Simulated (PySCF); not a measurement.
Si(Cl)(OMe) (CH₃ClOSi), SMILES O(C)[Si]Cl (connectivity only; charge and spin as stated), neutral, multiplicity 1.

Geometry: ωB97X-D3(BJ)/def2-SVP. One conformer was computed; it need not be the lowest.

These are PySCF with ωB97X-D3(BJ)/def2-SVP values and carry that method's errors.

Frequencies are harmonic and unscaled.

Computed vibrational spectrum:
```tsv
mode	ν (cm⁻¹)	IR (km/mol)	moving atoms (share of kinetic energy)
1	63	0.0	H 98 %
2	190	11.0	O 55 %, Si 19 %, H 14 %, C 9 %
3	191	7.3	C 39 %, Cl 35 %, H 17 %
4	357	2.2	O 54 %, Cl 19 %, Si 11 %, H 10 %
5	511	154.9	Si 61 %, Cl 35 %
6	762	71.5	Si 41 %, C 26 %, O 24 %, H 9 %
7	1176	135.6	H 49 %, C 26 %, O 23 %
8	1186	2.9	H 77 %, C 18 %
9	1221	212.2	O 43 %, H 28 %, C 25 %
10	1475	2.0	H 87 %, C 10 %
11	1483	7.5	H 97 %
12	1488	4.2	H 96 %
13	3065	48.1	H 98 %
14	3167	19.5	H 90 %, C 10 %
15	3174	11.1	H 90 %, C 10 %
```
